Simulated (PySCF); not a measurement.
Molfile (atoms numbered from 1):
```
C5H8O2
     RDKit          3D

 15 15  0  0  0  0  0  0  0  0999 V2000
   -1.9883    0.4461    0.3247 C   0  0  0  0  0  0  0  0  0  0  0  0
   -1.0255   -0.0166   -0.7576 C   0  0  0  0  0  0  0  0  0  0  0  0
    0.2421   -0.6030   -0.1704 C   0  0  1  0  0  0  0  0  0  0  0  0
    1.2082   -1.0242   -1.1431 O   0  0  0  0  0  0  0  0  0  0  0  0
    2.2298   -0.1517   -0.6694 C   0  0  0  0  0  0  0  0  0  0  0  0
    1.2668    0.3843    0.3804 C   0  0  0  0  0  0  0  0  0  0  0  0
    1.2822    1.2279    1.2224 O   0  0  0  0  0  0  0  0  0  0  0  0
   -2.3174   -0.3955    0.9543 H   0  0  0  0  0  0  0  0  0  0  0  0
   -2.8862    0.9045   -0.1140 H   0  0  0  0  0  0  0  0  0  0  0  0
   -1.5147    1.1890    0.9842 H   0  0  0  0  0  0  0  0  0  0  0  0
   -1.4865   -0.7845   -1.4003 H   0  0  0  0  0  0  0  0  0  0  0  0
   -0.7518    0.8202   -1.4216 H   0  0  0  0  0  0  0  0  0  0  0  0
    0.0024   -1.4150    0.5446 H   0  0  0  0  0  0  0  0  0  0  0  0
    2.5665    0.5861   -1.4201 H   0  0  0  0  0  0  0  0  0  0  0  0
    3.1123   -0.6798   -0.2643 H   0  0  0  0  0  0  0  0  0  0  0  0
  1  2  1  0
  2  3  1  0
  3  4  1  0
  4  5  1  0
  5  6  1  0
  6  7  2  0
  6  3  1  0
  1  8  1  0
  1  9  1  0
  1 10  1  0
  2 11  1  0
  2 12  1  0
  3 13  1  1
  5 14  1  0
  5 15  1  0
M  END
```

Geometry: PBE0-D3(BJ)/def2-SVP; GIAO absolute shieldings from PySCF 2.14, gas phase, non-relativistic, averaged over equivalent atoms.

At PBE0/pcSseg-1 (159 basis functions, 13 s wall time on 1 thread of an x86-64 server CPU, shared host):
```
    atoms  σ (ppm)
       C6    -28.2
       C3     78.9
       C5     94.7
       C2    156.3
       C1    175.2
       O7   -310.3
       O4    312.4
      H15    26.05
      H14    26.12
      H13    26.27
      H11    29.50
      H12    29.64
H8/H9/H10    30.27
```

**Question.** Estimate the result of repeating the calculation with wB97X-D/pcSseg-2.

**Answer.** 
```json
{"atoms": "C6", "σ at wB97X-D/pcSseg-2": "-36.1", "change": "-7.9"}
{"atoms": "C3", "σ at wB97X-D/pcSseg-2": "75.7", "change": "-3.2"}
{"atoms": "C5", "σ at wB97X-D/pcSseg-2": "92.8", "change": "-1.9"}
{"atoms": "C2", "σ at wB97X-D/pcSseg-2": "155.0", "change": "-1.3"}
{"atoms": "C1", "σ at wB97X-D/pcSseg-2": "174.7", "change": "-0.5"}
{"atoms": "O7", "σ at wB97X-D/pcSseg-2": "-304.2", "change": "+6.1"}
{"atoms": "O4", "σ at wB97X-D/pcSseg-2": "313.3", "change": "+0.9"}
{"atoms": "H15", "σ at wB97X-D/pcSseg-2": "26.27", "change": "+0.22"}
{"atoms": "H14", "σ at wB97X-D/pcSseg-2": "26.31", "change": "+0.19"}
{"atoms": "H13", "σ at wB97X-D/pcSseg-2": "26.33", "change": "+0.06"}
{"atoms": "H11", "σ at wB97X-D/pcSseg-2": "29.61", "change": "+0.11"}
{"atoms": "H12", "σ at wB97X-D/pcSseg-2": "29.63", "change": "-0.01"}
{"atoms": "H8/H9/H10", "σ at wB97X-D/pcSseg-2": "30.36", "change": "+0.09"}
```

The largest change is at C6 (ketone carbonyl carbon). Cost: 364 basis functions, 64 s wall time on 1 thread of an x86-64 server CPU, shared host. The order of the carbon signals is the same at both levels.
